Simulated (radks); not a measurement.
Values are calculated unless marked as measured or tabulated.
These are the eigenvalues of the occupied orbitals of an atom or ion with whole-number occupations (Ry). Level of theory: scalar-relativistic Kohn-Sham, PBEsol, spin-polarised, spherical densities, finite nucleus; Fermi nuclear charge, rms radius of each element as measured or else 0.836 A^(1/3) + 0.57 fm (a radial shooting solver on a logarithmic mesh with Libxc functionals).

orbital  eigenvalue
1s down   -5596.014
1s up     -5596.014
2s up     -982.9606
2s down   -982.9367
2p up     -854.9446
2p down   -854.9251
3s up     -233.5103
3s down   -233.5007
3p up     -196.0599
3p down   -196.0493
3d up     -154.7479
3d down   -154.7306
4s up     -53.50005
4s down   -53.47697
4p up     -41.20930
4p down   -41.18720
4d up     -26.09708
4d down   -26.07083
5s up     -11.90688
5s down   -11.72404
4f up      -9.29391
4f down    -9.25199
5p up      -8.67329
5p down    -8.44456
5d up      -4.88622

Which element is it, and in what charge state? The configuration may be excited. Open shells, if any, are filled with parallel spins first.

Answer. Z = 77, iridium, charge +5: Ir5+ in [Xe] 4f14 5d4. The list shows which subshells hold electrons but not how many an open one holds; the 1s level, -2798 hartree, gives Z - s = 74.8 by -(Z - s)^2/2, which with screening and relativity narrows Z to a few neighbours, and the depths of the outer levels then fix element, charge and occupations together.
